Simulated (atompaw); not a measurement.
# Scattering properties, PAW (atompaw) potential for germanium (Ge)

- Element: germanium (Ge)
- Generator: atompaw 4.2.0.5
- Type: PAW
- Functional: LDA (PW92)
- Relativity: scalar-relativistic
- Frozen core: [Ar] 3d10
- Valence charge: 4
- Reference configuration: 4s2 4p2
- Partial waves: 4s (bound); 4s channel at 3.4 Ry; 4p (bound); 4p channel at 3.3 Ry; 4d channel at 0.15 Ry; 4d channel at 2.55 Ry
- Local potential: troulliermartins scheme with l = 3 at 1 Ry, radius 1.55 bohr
- Core correction: smooth core density matched at 1.45 bohr
- Augmentation charge: besselshape compensation charge, radius 1.85 bohr; PAW radius 1.85 bohr; waves and projectors: bloechl

The phase is arctan(r·u′/u) with u = r·R(r), unwrapped; energies in Ry, scanned from -3 to 5 Ry. A pole is an energy at which the radial function vanishes at the test radius. The pseudo phase is shifted by a multiple of π to meet the all-electron one at the reference energy, and phase errors are pseudo minus all-electron; the curves can meet again beyond the range given. Levels narrower than the energy grid can be missing from the lists of poles.

| channel | radius (bohr) | reference energy (Ry) | poles, all-electron | poles, pseudo | unbroken range about the reference energy with phases within 0.05 rad | phase error 1 Ry above the reference energy (rad) |
| --- | --- | --- | --- | --- | --- | --- |
| s | 1.85 | -0.88 | 3.05 | 3.05 | the whole range | -0.000 |
| p | 1.85 | -0.30 | 4.71 | 4.73 | the whole range | +0.006 |
| d | 1.85 | 0.15 | -2.01 | -1.62 | above -1.4 | +0.001 |

Note: ghost states, extra bound levels that the all-electron valence spectrum of the same l lacks: d at -23.6 eV, p at -3.6 eV. A true bound ghost makes a file unfit for plane-wave use.

Phases in the p channel:

```csv
E (Ry),all-electron,pseudo
-3.00,1.202,1.197
-2.76,1.182,1.177
-2.52,1.159,1.154
-2.28,1.132,1.127
-2.04,1.100,1.095
-1.80,1.062,1.057
-1.56,1.015,1.011
-1.32,0.958,0.954
-1.08,0.885,0.881
-0.84,0.791,0.788
-0.60,0.667,0.665
-0.36,0.503,0.502
-0.12,0.287,0.288
0.12,0.021,0.025
0.36,-0.269,-0.263
0.60,-0.538,-0.532
0.84,-0.760,-0.754
1.08,-0.929,-0.925
1.32,-1.057,-1.054
1.56,-1.154,-1.152
1.80,-1.229,-1.228
2.04,-1.289,-1.288
2.28,-1.337,-1.337
2.52,-1.377,-1.377
2.76,-1.411,-1.411
3.00,-1.440,-1.439
3.24,-1.464,-1.464
3.48,-1.486,-1.486
3.72,-1.506,-1.506
3.96,-1.524,-1.524
4.20,-1.540,-1.540
4.44,-1.555,-1.555
4.68,-1.569,-1.568
4.92,-1.582,-1.581
```
